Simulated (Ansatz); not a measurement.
A search over several starts for the lowest SCF solution of the cluster Ag₂Sn⁻ at the given spin, in a small basis.

```yaml
crystal:
  periodic: [false, false, false]
  atoms:
    - {symbol: Ag, position_ang: [0.074828, -1.533848, -0.823860]}
    - {symbol: Ag, position_ang: [0.817089, 0.594197, 1.419967]}
    - {symbol: Sn, position_ang: [-0.891928, 0.939650, -0.596117]}
basis:
  gaussian: {orbitals: def2-SVP}
total_charge: -1
magnetization: {spin_polarized: true, initial_magnetization: 1}
hamiltonian: {xc: pbe0, dispersion: d4}
output: {orbitals: {seedname: orbitals}}
```

```sh
$ ansatz run in.yaml --threads 4 --pin off --events-out ev --progress --plain --max-ram 3916MiB
```

Shortened log:

```
Functional definition: PBE0
998 factors; integrals over basis functions are off by at most 5.6e-4 eV
mean field evaluation 1: about -13830.8609 eV, gradient 8.9e0 eV
mean field evaluation 2: about -13829.3201 eV, gradient 1.7e1 eV
mean field evaluation 4: about -13831.3876 eV, gradient 7.4e-1 eV
mean field evaluation 8: about -13831.4882 eV, gradient 1.2e-1 eV
mean field evaluation 16: about -13831.4891 eV, gradient 1.3e-3 eV
mean field evaluation 32: about -13830.7273 eV, gradient 3.1e0 eV
mean field -13831.48914346 eV, -508.2978507019 hartree, gradient 5.4e-5 eV, S^2 0.769262; 5 other end points of the search recorded, 0 dependent functions left out
reference -13831.48916701 eV, -508.2978515677 hartree; 31, 30 occupied and 57, 58 virtual orbitals, 998 factors
Total energy: -13831.61140182 eV, -508.3023436139 hartree
```

Run time 3.9 s (4 threads of Arm Neoverse V2 on a shared host).

In the def2 sets Ag, Sn take a core potential; there is no spin–orbit coupling. The structure comes from a short search, and lower isomers may exist.
